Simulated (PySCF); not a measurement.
# Atomic charges by several schemes

Species: C₂ClF₃O₂S.
Geometry (GFN2-xTB, Å), atoms numbered from 1 in this order:
```
atom  x, y, z in Å
O1    -1.1308    1.6417    0.3709
S2    -1.2298    0.2265    0.3658
O3    -1.9705   -0.4519    1.3647
Cl4   -1.9162   -0.3478   -1.4416
C5     0.4425   -0.4715    0.3147
F6     0.6022   -1.5626    1.0466
C7     1.3990    0.0990   -0.4026
F8     2.6496   -0.2909   -0.5101
F9     1.1676    1.1635   -1.1335
```

Density: PBE0/pcSseg-1 (PySCF); schemes: Mulliken, IAO, Hirshfeld and ESP-fitted. The structure is a single GFN2-xTB conformer in the gas phase; no vibrational or solvent corrections.

Question: Which atoms carry the lowest charge in the Mulliken, IAO, Hirshfeld and ESP-fitted schemes?

Answer: All schemes agree: Mulliken O1 (-0.438); IAO O1 (-0.813); Hirshfeld O1 (-0.268); ESP-fitted O1 (-0.374).

Question: For which atoms does the sign change between the 4 schemes (beyond +0.03 e in one, beyond −0.03 e in another)?

Answer: For none.

Question: What partial charge does each atom carry?

Answer: In e:

```json
{"atom": "O1", "environment": "sulfonyl oxygen", "Mulliken": "-0.438", "IAO": "-0.813", "Hirshfeld": "-0.268", "ESP-fitted": "-0.374"}
{"atom": "S2", "environment": "sulfonyl sulfur", "Mulliken": "+0.998", "IAO": "+1.987", "Hirshfeld": "+0.504", "ESP-fitted": "+0.793"}
{"atom": "O3", "environment": "sulfonyl oxygen", "Mulliken": "-0.435", "IAO": "-0.802", "Hirshfeld": "-0.259", "ESP-fitted": "-0.357"}
{"atom": "Cl4", "environment": "chlorine bonded to S", "Mulliken": "-0.098", "IAO": "-0.239", "Hirshfeld": "-0.042", "ESP-fitted": "-0.089"}
{"atom": "C5", "environment": "vinylic C–F carbon", "Mulliken": "-0.045", "IAO": "-0.058", "Hirshfeld": "+0.008", "ESP-fitted": "-0.067"}
{"atom": "F6", "environment": "vinyl fluorine", "Mulliken": "-0.213", "IAO": "-0.216", "Hirshfeld": "-0.050", "ESP-fitted": "-0.084"}
{"atom": "C7", "environment": "=CF2 carbon", "Mulliken": "+0.635", "IAO": "+0.557", "Hirshfeld": "+0.177", "ESP-fitted": "+0.406"}
{"atom": "F8", "environment": "vinyl fluorine", "Mulliken": "-0.206", "IAO": "-0.206", "Hirshfeld": "-0.037", "ESP-fitted": "-0.095"}
{"atom": "F9", "environment": "vinyl fluorine", "Mulliken": "-0.200", "IAO": "-0.209", "Hirshfeld": "-0.034", "ESP-fitted": "-0.133"}
```

Mean size of the charges over all atoms: IAO 0.565 e, Mulliken 0.363 e, ESP-fitted 0.266 e, Hirshfeld 0.153 e. Each set sums to the total charge, 0, to within 0.001 e. The Hirshfeld scheme divides the density at each point in proportion to the densities of the neutral, spherically averaged free atoms.

Question: How closely do the schemes follow one another over all atoms?

Answer: Correlation coefficient and root-mean-square difference: IAO with Hirshfeld 0.99, 0.584 e; Mulliken with ESP-fitted 0.99, 0.124 e; Hirshfeld with ESP-fitted 0.98, 0.141 e; IAO with ESP-fitted 0.98, 0.459 e; Mulliken with IAO 0.96, 0.377 e; Mulliken with Hirshfeld 0.96, 0.259 e.

Question: How many electrons does the Mulliken scheme count on O1?

Answer: Z − q = 8 − (-0.438) = 8.438.
